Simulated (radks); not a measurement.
The numbers below are computed, except where a source is named.
The neon ion Ne3+, 7 electrons, occupied as [He] 2s2 2p3.

Code: a radial shooting solver on a logarithmic mesh with Libxc functionals. Model: non-relativistic Kohn-Sham, PBEsol, spin-polarised, spherical densities, point nucleus; open shells are filled with parallel spins first.

Energy parts (eV):
part                     energy
total                 -3371.123
kinetic                3365.347
electron-nucleus      -7639.425
Hartree                1181.838
exchange-correlation   -278.883

Orbitals (lengths in bohr, moments of r in powers of bohr; <r^-3> diverges for s and p1/2; r(90%) holds 90 % of the orbital's charge):
orbital  occ.  eigenvalue (eV)     <r^4>     <r>  <r^-3>  r(90%)
1s up       1        -911.3584  0.002991  0.1586       -   0.284
1s down     1        -907.6553  0.002931  0.1579       -   0.282
2s up       1        -105.8139    0.9863  0.7910       -    1.24
2s down     1         -97.4198     1.116  0.8115       -    1.27
2p up       3         -83.5987    0.9953  0.7444   16.72    1.23
2p down     0         -74.5588     1.225  0.7768   15.67    1.30

The highest occupied level is 2p up at -83.599 eV. For comparison, the ionisation energy in NIST's Atomic Spectra Database is 97.190 eV (semi-empirical). In exact Kohn-Sham theory the highest level is minus the ionisation energy, but local and semilocal functionals leave it too shallow, through self-interaction and a potential that decays too fast; potentials with the right tail come closer.
